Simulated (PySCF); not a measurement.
C₂H₇BeN (SMILES C[CH2][Be][NH2]), singlet, at a GFN2-xTB geometry (such geometries of metal compounds can be far from the true shape). Base run: PySCF with BHANDHLYP/6-31G, TDDFT.

Here is a job for PySCF.
```python
from pyscf import gto, scf, dft, tdscf

mol = gto.Mole()
mol.atom = '''
    Be   -0.11578402    0.32485051    0.76229318
    C     0.76541758   -0.81983011   -0.20003131
    C     0.31125638   -0.74610291   -1.66763131
    H     0.64004237   -1.86051354    0.11172822
    H     1.84975495   -0.67983868   -0.20315391
    H     0.49114235    0.24308465   -2.08416703
    H    -0.75243229   -0.95647560   -1.76028290
    H     0.84911340   -1.46988633   -2.28336868
    N    -0.93417306    1.33411449    1.52890858
    H    -0.94617013    1.48254113    2.52499260
    H    -1.58914693    1.99848307    1.14869471
'''
mol.basis = '6-31g'
mol.verbose = 4
mol.build()

mf = dft.RKS(mol)
mf.xc = 'bhandhlyp'
mf.kernel()
td = mf.TDDFT()
td.nstates = 5
td.kernel()
td.analyze()
```

Each row names what was changed in the base input (with any setting that the change needs).

```
change                                      first excitation (eV)  oscillator strength of the first  second (eV)  core-seconds (rough)
------------------------------------------  ---------------------  --------------------------------  -----------  --------------------
base                                                         6.59                             0.000         7.32                    70
states = triplets; response = Tamm-Dancoff                   6.48                                 -         6.59                    30
functional = b3lyp                                           5.93                             0.000         6.76                    70
functional = hf                                              7.68                             0.001         7.97                     9
response = Tamm-Dancoff                                      6.60                             0.000         7.34                    40
guess vectors = 13 for 5 states                              6.59                             0.000         7.32                    60
functional = m062x                                           6.17                             0.000         6.89                   200
functional = pbe0                                            6.09                             0.000         6.88                    70
basis = cc-pVDZ                                              6.39                             0.000         6.78                   200
nstates = 15                                                 6.59                             0.000         7.32                    70
```

An iterative solver can miss low states, so a row lists the states that it found.
